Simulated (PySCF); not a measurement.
ClCs, charge +1, doublet, geometry from GFN2-xTB (such geometries of metal compounds can be far from the true shape) (a state made from the parent by changing its charge; the spin is typed, not shown lowest) (core potentials on Cs). Base run: B3LYP/def2-TZVP in PySCF.

The PySCF input:
```python
from pyscf import gto, scf, dft

mol = gto.M(
    atom='''
Cs   -0.00000000   -0.00000000   -0.81146276
Cl    0.00000000    0.00000000    2.62532068
''',
    basis='def2-tzvp',
    ecp={'Cs': 'def2-tzvp'},
    charge=1,
    spin=1,
    verbose=4,
)

mf = dft.UKS(mol)
mf.xc = 'b3lyp'
mf.kernel()
```

Each row names what was changed in the base input (with any setting that the change needs).

```
change                                           ΔE vs base (mEh)  fitting functions        outcome
-----------------------------------------------  ----------------  -----------------  -------------
base                                                        0.000                  -      converged
auxbasis = def2-universal-jfit                              425.1                107      converged
auxbasis = even-tempered beta=2.0                          -0.022                400      converged
auxbasis = def2-universal-jkfit                            -0.005                258      converged
auxbasis = autoaux                                         -0.007                450      converged
auxbasis = cc-pvtz-ri                                           -                  -  input refused
auxbasis = even-tempered beta=1.6                          -0.006                564      converged
auxbasis = default (with mf = mf.density_fit())            -0.005                258      converged
only_dfj = on; auxbasis = def2-universal-jfit              -0.038                107      converged
auxbasis = def2-tzvp-ri                                         -                  -  input refused
```

A fitting set is made for a task (jfit for Coulomb, jkfit for Coulomb and exchange, ri for correlation) and for a family of orbital bases.

Open shells are given as the SCF converged; they aren't shown to be the lowest states, and a large step between rows can be another state.

- auxbasis = cc-pvtz-ri: ended with `pyscf.lib.exceptions.BasisNotFoundError: Basis set not found for Cs in cc-pvtz-ri`
- auxbasis = def2-tzvp-ri: ended with `pyscf.lib.exceptions.BasisNotFoundError: Basis set not found for Cs in def2-tzvp-ri`
